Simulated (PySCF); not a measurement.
## Correlation energy of B⁻ (boron, charge -1)

[He] 2s2 2p2, high-spin 3P determinant. All numbers are calculated (PySCF 2.14, scalar relativity by spin-free X2C-1e, in dyall-acv3z). Frozen: nothing; 6 electrons correlated; the 5 highest virtual orbitals of each spin left out.

| level | correlation energy (mhartree) |
| --- | --- |
| CCSD | -130.43 |
| (T) | -4.16 |
| CCSD(T) | -134.59 |

Diagnostics: T1 = 0.022, D1 = 0.0497, largest double amplitude 0.069.

Cost of the coupled-cluster step: about 6 core-seconds, for 6 correlated electrons.

Iterations:

```
CC2 = 0
CCSD nocc = (np.int64(4), np.int64(2)), nmo = (71, 71)
frozen orbitals [[71, 72, 73, 74, 75], [71, 72, 73, 74, 75]]
max_cycle = 100
direct = 0
conv_tol = 1e-08
conv_tol_normt = 1e-06
diis_space = 8
diis_start_cycle = 0
Init t2, MP2 energy = -0.109732108850582
Init E_corr(UCCSD) = -0.109732108854462
cycle = 1  E_corr(UCCSD) = -0.123645376130471  dE = -0.0139132673  norm(t1,t2) = 0.0594448
cycle = 2  E_corr(UCCSD) = -0.12747200516179  dE = -0.00382662903  norm(t1,t2) = 0.0279775
cycle = 3  E_corr(UCCSD) = -0.130433129300568  dE = -0.00296112414  norm(t1,t2) = 0.0168838
cycle = 4  E_corr(UCCSD) = -0.130446106835428  dE = -1.29775349e-05  norm(t1,t2) = 0.00683102
cycle = 5  E_corr(UCCSD) = -0.130449327427806  dE = -3.22059238e-06  norm(t1,t2) = 0.00239499
cycle = 6  E_corr(UCCSD) = -0.130446380746436  dE = 2.94668137e-06  norm(t1,t2) = 0.00101068
cycle = 7  E_corr(UCCSD) = -0.130436104168043  dE = 1.02765784e-05  norm(t1,t2) = 0.000382857
cycle = 8  E_corr(UCCSD) = -0.130433613508816  dE = 2.49065923e-06  norm(t1,t2) = 0.000121329
cycle = 9  E_corr(UCCSD) = -0.130434264873479  dE = -6.51364662e-07  norm(t1,t2) = 5.23218e-05
cycle = 10  E_corr(UCCSD) = -0.130433675367839  dE = 5.8950564e-07  norm(t1,t2) = 1.70891e-05
cycle = 11  E_corr(UCCSD) = -0.130433603000771  dE = 7.23670679e-08  norm(t1,t2) = 7.96327e-06
cycle = 12  E_corr(UCCSD) = -0.130433767720586  dE = -1.64719815e-07  norm(t1,t2) = 3.35952e-06
cycle = 13  E_corr(UCCSD) = -0.130433821760359  dE = -5.40397732e-08  norm(t1,t2) = 1.00201e-06
cycle = 14  E_corr(UCCSD) = -0.130433810782274  dE = 1.09780846e-08  norm(t1,t2) = 3.17589e-07
cycle = 15  E_corr(UCCSD) = -0.130433801631092  dE = 9.15118203e-09  norm(t1,t2) = 1.07454e-07
UCCSD converged
E(UCCSD) = -24.65904657673113  E_corr = -0.130433801631092
UCCSD(T) correction = -0.00416425891544843
```
